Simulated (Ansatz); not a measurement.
`CS[SiH](Cl)Cl` + H–F → `CS[SiH](F)Cl` + HCl at 400 K and 1 bar (ligand exchange at the Si–Cl bond).

Calculated with Ansatz (gas phase, PBE0-D4/def2-TZVP geometries, no zero-point term in ΔE). CCSD(T)/CBS adds triple-zeta CCSD(T) − MP2 to the extrapolated MP2 energy (def2 sets, frozen cores). This one scheme is used for every species. Each species was taken in one conformer, which may not be the lowest.

```
        species  CCSD(T)/CBS energy (Eh)  H − E (kJ/mol)  S (J/(mol·K))
`CS[SiH](Cl)Cl`              -1647.00366           170.9          407.4
            H–F               -100.39570            36.5          182.2
 `CS[SiH](F)Cl`              -1287.03339           172.9          396.3
            HCl               -460.38127            29.6          195.4
```

H − E and S are ideal-gas, rigid-rotor, harmonic terms from PBE0-D4/def2-TZVP, for one conformer and one mirror image of each species. 1 Eh = 2625.50 kJ/mol, R = 8.31446 J/(mol·K).

Question: By hand: ΔE, ΔH, ΔS and ΔG.

Answer: ΔE = (-1287.03339) + (-460.38127) − (-1647.00366) − (-100.39570) = -0.01530 Eh = -40.2 kJ/mol. Δ(H − E) = 172.9 + 29.6 − 170.9 − 36.5 = -4.9, so ΔH = -45.1 kJ/mol. ΔS = 396.3 + 195.4 − 407.4 − 182.2 = 2.1 J/(mol·K). ΔG = -45.1 − 400 × (2.1)/1000 = -45.9 kJ/mol.

Question: By hand: the equilibrium constant, and the temperature at which ΔG would vanish if ΔH and ΔS stayed fixed.

Answer: log₁₀ K = −ΔG/(RT ln 10) = 6.0. ΔH and −TΔS have one sign here, so there is no such temperature.

The number of gas molecules stays the same, so ΔS is small and ΔH decides. A doubt of 5 kJ/mol in ΔE shifts log₁₀ K by 0.7 here. Other conformers and mirror images would add mixing entropy, several J/(mol·K) or more a flexible species. Modes under 60 cm⁻¹, often nearly free rotors, make the harmonic entropy too high. These are equilibria of isolated gas molecules and say nothing of rates. Largest T1 diagnostic: 0.011 (customary marks: 0.02 for closed shells, 0.045 for open ones).

ΔS is within the doubt of such terms, so its sign, and with it that verdict, could turn.
